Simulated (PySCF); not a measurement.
Excitations are Tamm–Dancoff values on a coarser integration grid. The basis has no diffuse functions, so Rydberg states are missing or too high.

H6AlN3, SMILES `[NH2][Al]([NH2])[NH2]` (charge 0, multiplicity 1)

All values below come from PySCF with TPSSh-D3(BJ)/def2-TZVP // B3LYP-D3(BJ)/def2-TZVP.

```yaml
HOMO: -5.91 eV
dipole_moment: 0.00 D
HOMO–LUMO gap: 5.93 eV
LUMO: 0.02 eV
S1 excitation (TDA): 5.42 eV
S1 oscillator strength: 0.003
brightest of the four lowest singlets (TDA): 6.40 eV
T1 excitation (TDA): 5.17 eV
S1–T1 gap (TDA): 0.25 eV
total_energy: -410.5144 Ha
cost: roughly 4 core-minutes
```

```xyz
10

N      0.0488     1.7728    -0.0642
Al    -0.0001     0.0003     0.0000
N     -1.5594    -0.8425     0.0819
N      1.5106    -0.9302    -0.0177
H      0.8698     2.3207    -0.2629
H     -0.7402     2.3787     0.0911
H     -2.4583    -0.4093    -0.0529
H     -1.6755    -1.8241     0.2734
H      1.5724    -1.9283    -0.1354
H      2.4321    -0.5381     0.0866
```
Charge 0, spin multiplicity 1.
